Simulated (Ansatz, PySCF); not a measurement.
Pair of molecules: NH3 (SMILES N) (first 4 atoms) with H2S (SMILES S); geometry from B3LYP-D3(BJ)/def2-TZVP, rigid monomers moved along the line of their centres of mass till N1···H7 is 1.94 Å.
(charge 0, multiplicity 1):
```xyz
7

N      0.00620     0.16352     0.32505
H     -0.77721    -0.46071     0.17009
H     -0.19303     1.03169    -0.15879
H      0.82113    -0.25261    -0.11111
S      0.62767     0.77419     3.50106
H     -0.34359    -0.03566     3.95100
H      0.34955     0.50488     2.19969
```

Counterpoise-corrected where a basis set is named; no monomer relaxation. Rows marked so take none.

Rows in 6-31G* carry no dispersion term and start afresh at each structure (6-31G* with six Cartesian d functions).

Codes used: Ansatz (Gaussian basis) for Hartree–Fock, density functionals and correlated methods; PySCF for 6-31G* rows, the dispersion terms. Each number belongs to the level named beside it.

**Question.** One of these levels gives -2.15 kcal/mol for the interaction energy. Which one is it?
A. HF/6-31G* (no counterpoise)
B. PBE0-D3(BJ)/def2-TZVPPD
C. B3LYP-D4/def2-TZVPPD
D. BP86/6-31G* (no counterpoise)

**Answer.** A, HF/6-31G* (no counterpoise). The others give -6.34 (BP86/6-31G* (no counterpoise)), -3.23 (B3LYP-D4/def2-TZVPPD), -4.03 (PBE0-D3(BJ)/def2-TZVPPD)

Ansatz is a quantum-chemistry and plane-wave program.
